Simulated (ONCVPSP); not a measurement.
**zirconium (Zr): ONCV pseudisation with PBE, fully relativistic reference atom.**

zirconium, optimised norm-conserving Vanderbilt (ONCV), made with ONCVPSP 4.0.1 (PBE, fully relativistic). Core [Ar] 3d10, reference 4s2 4p6 4d2 5s1 (charge +1). Waves: 4s+5s: rc 1.80 bohr, ncon 4, nbas 7, qcut 6.8 1/bohr, 3 projectors, debl 2.2 Ha; 4p: rc 1.45 bohr, ncon 4, nbas 7, qcut 4.7 1/bohr, 1 projector; 4d: rc 2.50 bohr, ncon 4, nbas 9, qcut 6.9 1/bohr, 2 projectors, debl 3 Ha; f scattering state at 0.14 Ha: rc 2.25 bohr, ncon 4, nbas 7, qcut 5.1 1/bohr, 2 projectors, debl 2.7 Ha. Local part: polynomial inside 0.95 bohr (lpopt 5, dvloc0 0 Ha). Core correction: polynomial model core, fcfact 0.15.

Open shells are filled in proportion to 2j + 1.

Poles of the logarithmic derivatives, all-electron (AE) and pseudo (PS). s: poles at -1.7 (AE) and -1.7 (PS) Ha. p3/2: poles at 0.9 (AE) and 0.6, 4.8 (PS) Ha. p1/2: poles at 0.7 (AE) and 0.5, 4.9 (PS) Ha. d5/2: poles at 0.0, 3.3 (AE) and 0.0, 3.3, 4.3 (PS) Ha. d3/2: poles at 0.0, 3.3 (AE) and 0.0, 3.3 (PS) Ha. f7/2: poles at 1.7 (AE) and 1.7, 3.2 (PS) Ha. f5/2: poles at 1.7 (AE) and 1.7, 3.3 (PS) Ha. Test radii: s 1.83, p3/2 1.47, p1/2 1.47, d5/2 2.54, d3/2 2.54, f7/2 2.28, f5/2 2.28 bohr.

- Cutoffs needed: 54 Ha and 69 Ha (the cutoffs (Ha) at which the residual kinetic energy of the hardest occupied pseudo-wave falls to 1 and 0.1 mHa per electron)
- Ghost test: no bound ghost flagged; GHOST(+) flagged for f7/2 at 89.6 eV, f5/2 at 90.7 eV, d5/2 at 113.5 eV, s at 180.4 eV
- Largest excitation error: +9.1 meV (all-electron minus pseudo) for 4s2 4p6 4d1 5s0, out of 4 test configurations
- rms error of d²Exc/dni dnj: 5.97 mHa without and 3.79 mHa with the model core
